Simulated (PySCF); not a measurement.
Energy of Mo²⁺ (molybdenum, charge +2) between two integer charges

The 4d alpha orbital of [Kr] 4d4 is emptied in steps (occupation f), with all orbitals relaxed, ending at [Kr] 4d3. All numbers are calculated (PySCF 2.14, a scalar-relativistic core potential, in def2-TZVP with the def2 core potential (28 electrons) (6s4p3d1f, 40 functions)). The exact energy is a straight line in f; departures are measured from the line between the end points of the same method.

```
  f  HSE06 (eV)
  1       0.000
0.9      -0.411
0.7      -0.962
0.5      -1.147
0.3      -0.965
0.1      -0.414
  0       0.000
```

Question: For HSE06, how does the orbital energy at f = 1 compare with the removal energy?

Answer: −ε = 22.673 eV against a total-energy difference of 27.233 eV. By Janak's theorem ε = ∂E/∂f, so the gap between them reflects the curvature. Along the path −ε is 23.573 (f = 0.9), 25.388 (f = 0.7), 27.221 (f = 0.5), 29.064 (f = 0.3), 30.912 (f = 0.1) eV.

Reference removal energy between the ground levels: 27.13 ± 0.12 eV (semi-empirical (NIST evaluation); NIST Atomic Spectra Database, ionization energies). The calculation has no spin-orbit coupling. The determinant left behind need not be the lowest term of the ion.
